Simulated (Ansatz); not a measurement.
def2 core potentials replace the inner electrons of Sn.

Species: C$_{6}$H$_{5}$Cl$_{3}$Sn, SMILES `[Cl][Sn]([Cl])([Cl])[c]1ccccc1` (charge 0, multiplicity 1).

Task: Give a relaxed geometry from PBE0-D3(BJ)/def2-SVP run with Ansatz (a first-principles code).

Result: the end point of this relaxation (outside a Z-matrix the atoms follow the SMILES, hydrogens last).
Cartesian coordinates (Å) in one orientation:
```xyz
15

Cl     3.481    -2.174     0.394
Sn     2.559    -0.079    -0.066
Cl     3.328     0.511    -2.190
Cl     3.451     1.381     1.522
C      0.448    -0.021    -0.010
C     -0.203     0.283     1.189
C     -1.596     0.318     1.221
C     -2.329     0.057     0.064
C     -1.674    -0.233    -1.133
C     -0.281    -0.271    -1.176
H      0.368     0.502     2.095
H     -2.111     0.554     2.156
H     -3.420     0.087     0.093
H     -2.250    -0.429    -2.041
H      0.229    -0.485    -2.119
```
